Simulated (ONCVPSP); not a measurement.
## Ranking ONCV potentials for Li

All share these settings but for the change named:

```json
{"Element": "lithium (Li)", "Generator": "ONCVPSP 4.0.1", "Type": "optimised norm-conserving Vanderbilt (ONCV)", "Functional": "PBE", "Relativity": "scalar-relativistic", "Frozen core": "none", "Valence charge": "3", "Reference configuration": "1s2 2s1", "Partial waves": "1s+2s: rc 1.30 bohr, ncon 5, nbas 10, qcut 9.4 1/bohr, 2 projectors; p scattering state at 0.24 Ha: rc 1.30 bohr, ncon 3, nbas 8, qcut 7.4 1/bohr, 2 projectors, debl 0.4 Ha; d scattering state at 0.31 Ha: rc 1.25 bohr, ncon 4, nbas 8, qcut 8.9 1/bohr, 2 projectors, debl 1.9 Ha", "Local potential": "polynomial inside 0.85 bohr (lpopt 5, dvloc0 0 Ha)", "Core correction": "none"}
```

Cutoff: the first of the cutoffs (Ha) at which the residual kinetic energy of the hardest occupied pseudo-wave falls to 1 and 0.1 mHa per electron; the density cutoff is not measured.

The base gives 33 Ha.

Of 10 variants that were run, those that failed, showed a ghost or another fault, or gave nearly equal values are left out.

A variant can come out equal or close to the base.

Task: Rank these variants from softest to hardest (loose cutoff).
A. s: rc 1.52
B. core [He], valence charge 1; reference 2s0.75; waves now 2s: rc 2.50 bohr, ncon 5, nbas 9, qcut 2.5 1/bohr, 2 projectors, debl 3 Ha; p scattering state at 0.21 Ha: rc 1.85 bohr, ncon 3, nbas 6, qcut 4.5 1/bohr, 1 projector; d scattering state at 0.03 Ha: rc 2.50 bohr, ncon 4, nbas 7, qcut 3.7 1/bohr, 3 projectors, debl 2.8 Ha; local potential polynomial inside 1.30 bohr (lpopt 5, dvloc0 3 Ha); core correction polynomial model core, fcfact 0.3
C. d: qcut 10.7

Result: B (2 Ha), A (29 Ha), C (33 Ha).
